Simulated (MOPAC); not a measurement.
Job for MOPAC: AM1 on C2H2O3 (a complex).

```
AM1 1SCF PRECISE CHARGE=0 THREADS=1
C2H2O3

O     -1.20654058 1    -0.02530455 1    -0.24190497 1
C     -0.08137328 1     0.02406843 1     0.02665497 1
O      1.05660406 1     0.07162900 1     0.25576105 1
C      0.56826895 1     0.25543599 1     3.42320696 1
O     -0.48485864 1     0.17529667 1     2.85130498 1
H      0.62649553 1     0.32383642 1     4.52573240 1
H      1.52788451 1     0.26458728 1     2.87541006 1
```

Output:

```
*******************************************************************************
 **                                                                           **
 **                              MOPAC v23.2.5                                **
 **                                                                           **
 *******************************************************************************
 ** MOPAC's Digital Object Identifier: https://doi.org/10.5281/zenodo.6511958 **
 **                                                                           **
 ** Please cite the open-source release paper for use of this MOPAC version:  **
 ** J. E. Moussa and J. J. P. Stewart (2026)                                  **
 ** MOPAC: An open-source semiempirical molecular orbital program             **
 ** J. Open Source Softw., 11(119), 8025, https://doi.org/10.21105/joss.08025 **
 *******************************************************************************

                              AM1 CALCULATION RESULTS

 *******************************************************************************
 *  AM1        - The AM1 Hamiltonian to be used
 *
 *
 *
 *                 CHARGE ON SYSTEM = 0
 *
 *
 *
 *  PRECISE    - TIGHTER CRITERIA TO BE USED
 *  1SCF       - DO 1 SCF AND THEN STOP
 *  THREADS=1  - MULTI-THREADING NOT USED
 *  T=         - A TIME OF 172800.0 SECONDS REQUESTED
 *  DUMP=N     - RESTART FILE WRITTEN EVERY 7200.0 SECONDS REQUESTED
 *******************************************************************************
AM1 1SCF PRECISE CHARGE=0 THREADS=1
 C2H2O3

   ATOM   CHEMICAL          X               Y               Z
  NUMBER   SYMBOL      (ANGSTROMS)     (ANGSTROMS)     (ANGSTROMS)

     1       O         -1.20654058  *  -0.02530455  *  -0.24190497  *
     2       C         -0.08137328  *   0.02406843  *   0.02665497  *
     3       O          1.05660406  *   0.07162900  *   0.25576105  *
     4       C          0.56826895  *   0.25543599  *   3.42320696  *
     5       O         -0.48485864  *   0.17529667  *   2.85130498  *
     6       H          0.62649553  *   0.32383642  *   4.52573240  *
     7       H          1.52788451  *   0.26458728  *   2.87541006  *



          CARTESIAN COORDINATES

    NO.       ATOM           X           Y           Z

     1         O         -1.2065     -0.0253     -0.2419
     2         C         -0.0814      0.0241      0.0267
     3         O          1.0566      0.0716      0.2558
     4         C          0.5683      0.2554      3.4232
     5         O         -0.4849      0.1753      2.8513
     6         H          0.6265      0.3238      4.5257
     7         H          1.5279      0.2646      2.8754

  H: (AM1): M.J.S. DEWAR ET AL, J. AM. CHEM. SOC. 107 3902-3909 (1985)
  C: (AM1): M.J.S. DEWAR ET AL, J. AM. CHEM. SOC. 107 3902-3909 (1985)
  O: (AM1): M.J.S. DEWAR ET AL, J. AM. CHEM. SOC. 107 3902-3909 (1985)

           Empirical Formula: C2 H2 O3  =     7 atoms



      MOLECULAR POINT GROUP   :   Cs


      RHF CALCULATION, NO. OF DOUBLY OCCUPIED LEVELS = 14


 -------------------------------------------------------------------------------
 AM1 1SCF PRECISE CHARGE=0 THREADS=1
 C2H2O3



     1SCF WAS SPECIFIED, SO BFGS WAS NOT USED
     SCF FIELD WAS ACHIEVED


                              AM1 CALCULATION
                                                       MOPAC v23.2.5 Linux




          FINAL HEAT OF FORMATION =       -108.31742 KCAL/MOL =    -453.20007 KJ/MOL


          COSMO AREA              =        108.92 SQUARE ANGSTROMS
          COSMO VOLUME            =         90.37 CUBIC ANGSTROMS

          IONIZATION POTENTIAL    =         10.883676 EV
          HOMO LUMO ENERGIES (EV) =        -10.884  0.802
          NO. OF FILLED LEVELS    =         14
          MOLECULAR WEIGHT        =         74.0360         POINT GROUP:  Cs

          MOLECULAR DIMENSIONS (Angstroms)

            Atom       Atom       Distance
            H     6    O     1     5.11979
            O     5    O     3     2.37036
            H     7    O     3     0.01931


          SCF CALCULATIONS        =          1





   ATOM   CHEMICAL          X               Y               Z
  NUMBER   SYMBOL      (ANGSTROMS)     (ANGSTROMS)     (ANGSTROMS)

     1       O         -1.20654058  *  -0.02530455  *  -0.24190497  *
     2       C         -0.08137328  *   0.02406843  *   0.02665497  *
     3       O          1.05660406  *   0.07162900  *   0.25576105  *
     4       C          0.56826895  *   0.25543599  *   3.42320696  *
     5       O         -0.48485864  *   0.17529667  *   2.85130498  *
     6       H          0.62649553  *   0.32383642  *   4.52573240  *
     7       H          1.52788451  *   0.26458728  *   2.87541006  *

                             CARTESIAN COORDINATES

   1    O       -1.206540580    -0.025304550    -0.241904970
   2    C       -0.081373280     0.024068430     0.026654970
   3    O        1.056604060     0.071629000     0.255761050
   4    C        0.568268950     0.255435990     3.423206960
   5    O       -0.484858640     0.175296670     2.851304980
   6    H        0.626495530     0.323836420     4.525732400
   7    H        1.527884510     0.264587280     2.875410060


           Empirical Formula: C2 H2 O3  =     7 atoms



      MOLECULAR POINT GROUP   :   Cs


                  EIGENVALUES
 -41.77449 -40.26660 -39.89659 -25.15403 -22.42002 -18.60854 -18.54355 -17.79308
 -17.47402 -16.43035 -15.05801 -13.05996 -13.05418 -10.88368   0.80228   1.42473
   1.46052   2.64029   3.17088   3.99569   5.99506   6.90444


              NET ATOMIC CHARGES AND DIPOLE CONTRIBUTIONS

  ATOM NO.   TYPE          CHARGE      No. of ELECS.   s-Pop       p-Pop
    1          O          -0.194351        6.1944     1.90003     4.29432
    2          C           0.423601        3.5764     1.21986     2.35654
    3          O          -0.230491        6.2305     1.90055     4.32995
    4          C           0.151886        3.8481     1.27441     2.57370
    5          O          -0.287837        6.2878     1.90189     4.38594
    6          H           0.063979        0.9360     0.93602
    7          H           0.073213        0.9268     0.92679
 DIPOLE           X         Y         Z       TOTAL
 POINT-CHG.     1.606     0.130     0.954     1.872
 HYBRID         0.241     0.021     0.191     0.308
 SUM            1.847     0.151     1.146     2.178


          ATOMIC ORBITAL ELECTRON POPULATIONS

     Atom    s        px        py        pz
    1  O   1.90003   1.08880   1.61807   1.58745
    2  C   1.21986   0.86158   0.74622   0.74874
    3  O   1.90055   1.07818   1.63395   1.61782
    4  C   1.27441   0.92209   0.69565   0.95596
    5  O   1.90189   1.34317   1.30555   1.73721
    6  H   0.93602
    7  H   0.92679

 **********************
 *                    *
 * JOB ENDED NORMALLY *
 *                    *
 **********************




 == MOPAC DONE ==
```

The run finished.

Cost: about 0.03 core-seconds (a rough figure).
